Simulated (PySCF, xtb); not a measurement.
SiHFClBr, SMILES F[SiH](Cl)Br.

xtb with GFN2-xTB at its own geometry gives an orbital gap of 6.30 eV and a dipole moment of 4.89 D.

Coordinates come from a B3LYP-D3(BJ)/def2-SVP optimisation.

Question: What does PBE0/def2-TZVPD in PySCF give? (An estimate is asked for; the answer gives what the named calculation found.)

Answer: gap 8.49 eV (levels -9.11 and -0.62 eV), dipole 1.13 D.
